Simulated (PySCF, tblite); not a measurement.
Isomers of C3H6ClNSi, one GFN2-xTB conformer each. Single-point energies are computed at PBE0/pcSseg-1 (PySCF, gas phase, no added dispersion term), electronic only.

Question: Rank them by PBE0/pcSseg-1 energy, lowest first (kJ/mol).
A. `[N:1]#[C:2][SiH2:3][CH2:4][CH2:5][Cl:6]` with C2–Si3–C4–C5 46°, Si3–C4–C5–Cl6 55°
B. `[CH3:1][Si@@H:2]([Cl:3])[CH2:4][C:5]#[N:6]` with C1–Si2–C4–C5 59°

Answer: B (0.0), A (164.2).

GFN2-xTB itself gives, in the same order: 0.0, 152.3. Both levels put the same isomer lowest.

Q: Which frontier levels, dipoles and rotational constants go with these structures?

A: 
```
          SMILES  HOMO (eV, PBE0/pcSseg-1)  LUMO (eV)  dipole (D)     A, B, C (MHz)
C[Si@@H](Cl)CC#N                     -8.85       0.17        2.49  4676, 1215, 1026
   N#C[SiH2]CCCl                     -8.74      -0.49        4.22  3116, 1480, 1247
```

Q: What happens when harmonic zero-point energies from GFN2-xTB frequencies are added?

A: 
```json
{"SMILES": "C[Si@@H](Cl)CC#N", "ZPE (kJ/mol)": "215.0", "electronic (kJ/mol)": "0.0", "with ZPE (kJ/mol)": "0.0"}
{"SMILES": "N#C[SiH2]CCCl", "ZPE (kJ/mol)": "210.7", "electronic (kJ/mol)": "164.2", "with ZPE (kJ/mol)": "159.9"}
```

The zero-point energies span 4.3 kJ/mol. The order is unchanged.
